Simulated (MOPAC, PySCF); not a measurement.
C8H20Sn, SMILES `[CH2]([Sn]([CH2]C)([CH2]C)[CH2]C)C`, neutral singlet in the gas phase. 

Cartesian coordinates (Å):
SMILES: C[CH2][Sn]([CH2]C)([CH2]C)[CH2]C
```xyz
29

C      0.4326    -2.5049    -1.2416
C      0.0712    -1.0430    -1.4712
Sn     0.1426     0.1431     0.3458
C     -1.3116    -0.6652     1.7398
C     -2.7427    -0.6335     1.2178
C      2.1473    -0.0027     1.1643
C      3.2299     0.3601     0.1559
C     -0.3244     2.2117    -0.1269
C     -1.4012     2.3776    -1.1925
H      1.4517    -2.6167    -0.8359
H      0.3914    -3.0956    -2.1727
H     -0.2513    -2.9886    -0.5249
H      0.7533    -0.5781    -2.2021
H     -0.9422    -0.9497    -1.8951
H     -1.0014    -1.6980     1.9713
H     -1.2237    -0.1002     2.6826
H     -3.4551    -1.0771     1.9341
H     -3.0850     0.3958     1.0223
H     -2.8484    -1.1918     0.2730
H      2.1994     0.6491     2.0517
H      2.2813    -1.0337     1.5312
H      4.2424     0.2802     0.5871
H      3.2040    -0.2990    -0.7274
H      3.1196     1.3933    -0.2125
H      0.6157     2.6929    -0.4447
H     -0.6200     2.7074     0.8128
H     -1.1155     1.8971    -2.1423
H     -2.3600     1.9297    -0.8846
H     -1.6001     3.4399    -1.4154
```
Charge 0, spin multiplicity 1.

All levels are single points at this geometry (PBE0-D4/def2-SVP); Pople sets use spherical d functions. Orbital energies aren't observables, and empty levels follow the basis.

PBE-D3(BJ)/def2-TZVP in PySCF gives dipole (D) = 0.16.

Q: Estimate the dipole (D) from each of these levels: B3LYP-D3(BJ)/def2-TZVP in PySCF; PBE0-D4/def2-TZVP in PySCF; B3LYP/6-311+G** (LANL2DZ on Sn) in PySCF; B3LYP/6-31G* (LANL2DZ on Sn) in PySCF; BP86/6-31G* (LANL2DZ on Sn) in PySCF; M06-2X/6-31G* (LANL2DZ on Sn) in PySCF; PBE/6-31G* (LANL2DZ on Sn) in PySCF; SVWN5/6-31G* (LANL2DZ on Sn) in PySCF; AM1 in MOPAC; PM3 in MOPAC; PM6 in MOPAC; PM7 in MOPAC.

A: 
```json
[
 {"level": "B3LYP-D3(BJ)/def2-TZVP in PySCF", "dipole (D)": "0.19"},
 {"level": "PBE0-D4/def2-TZVP in PySCF", "dipole (D)": "0.18"},
 {"level": "B3LYP/6-311+G** (LANL2DZ on Sn) in PySCF", "dipole (D)": "0.19"},
 {"level": "B3LYP/6-31G* (LANL2DZ on Sn) in PySCF", "dipole (D)": "0.20"},
 {"level": "BP86/6-31G* (LANL2DZ on Sn) in PySCF", "dipole (D)": "0.17"},
 {"level": "M06-2X/6-31G* (LANL2DZ on Sn) in PySCF", "dipole (D)": "0.20"},
 {"level": "PBE/6-31G* (LANL2DZ on Sn) in PySCF", "dipole (D)": "0.17"},
 {"level": "SVWN5/6-31G* (LANL2DZ on Sn) in PySCF", "dipole (D)": "0.16"},
 {"level": "AM1 in MOPAC", "dipole (D)": "0.48"},
 {"level": "PM3 in MOPAC", "dipole (D)": "0.06"},
 {"level": "PM6 in MOPAC", "dipole (D)": "0.18"},
 {"level": "PM7 in MOPAC", "dipole (D)": "0.28"}
]
```
